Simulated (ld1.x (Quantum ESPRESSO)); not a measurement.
**Transferability test, ultrasoft potential for nickel (Ni)**

```
Element                 : nickel (Ni)
Generator               : ld1.x (Quantum ESPRESSO) 7.5
Type                    : ultrasoft
Functional              : LDA (PZ)
Relativity              : fully relativistic
Frozen core             : [Ar]
Valence charge          : 10
Reference configuration : 3d8 4s2 4p0
Partial waves           : 4s (bound): rcut 1.80, rcutus 2.00 bohr; 4s channel at 0.4 Ry: rcut 1.80, rcutus 2.00 bohr; 4p (bound, empty): rcut 2.80, rcutus 3.75 bohr; 4p channel at 1.25 Ry: rcut 2.80, rcutus 3.75 bohr; 3d (bound): rcut 0.85, rcutus 1.05 bohr; 3d channel at 2.05 Ry: rcut 0.85, rcutus 1.05 bohr
Local potential         : all-electron potential smoothed inside 1.80 bohr (lloc = -1)
Core correction         : none
Augmentation charge     : PSQ, inside the norm-conserving radii
```

Open shells are filled in proportion to 2j + 1 (rel_dist='average').

Energies are relative to the spin-unpolarised reference configuration 3d8 4s2 4p0; without spin polarisation the order of configurations can differ from experiment.

```csv
valence configuration,charge,ΔE all-electron (eV),error AE − PS (meV)
3d8 4s1 4p0,+1,9.601,+3.9
3d8 4s0 4p0,+2,27.260,+30
3d7 4s0 4p0,+3,65.058,-12
3d8 4s0 4p1,+1,15.373,+23
3d7 4s2 4p1,0,10.655,-158
```

**Question.** What are ΔE and the potential's error for 3d9 4s0 4p0?

**Answer.** ΔE = 6.562 eV all-electron; the error (AE − PS) is -58 meV.

**Question.** What are ΔE and the potential's error for 3d8 4s1 4p1?

**Answer.** ΔE = 4.679 eV all-electron; the error (AE − PS) is +3.1 meV.

Levels in the configuration 3d7 4s2 4p1:

| level | all-electron (eV) | pseudo (eV) |
| --- | --- | --- |
| 3d j=3/2 | -16.605 | -16.941 |
| 3d j=5/2 | -16.340 | -16.674 |
| 4s j=1/2 | -8.270 | -8.291 |
| 4p j=1/2 | -2.819 | -2.781 |
| 4p j=3/2 | -2.727 | -2.684 |
